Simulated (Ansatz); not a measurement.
## Energy differences in PdH (charge +1)

Computed with Ansatz's Gaussian-basis code (development build). Basis cc-pwCVTZ-PP on Pd, cc-pVTZ on H, scalar-relativistic core potentials (28 electrons on Pd), no spin–orbit coupling, no frozen core; active space CAS(10,7), shells under the valence barred from it. Restricted Hartree–Fock, then the lowest state-specific CASSCF solution met for each case. Coupled cluster stands on the determinant that it favours, not always the lowest RHF. On stretched bonds single-reference methods can fail or change state. Unlike active orbitals can shift such differences by tenths of an eV, at times by over 1 eV.

Case A, triplet: bond length 1.5290 Å.

Case B, singlet: the shape of A.

Energy less that of case A, in eV:

```csv
case,RHF/ROHF,CASSCF,CCSD(T)
B,-0.079,-1.158,-1.051
```

Give the SC-NEVPT2 energies against case A.

B: -1.138 eV (-26.2 kcal/mol).

Which case is lowest, and do the methods agree?

B is lowest in SC-NEVPT2. Of the methods shown, RHF/ROHF, CASSCF, CCSD(T) agree.
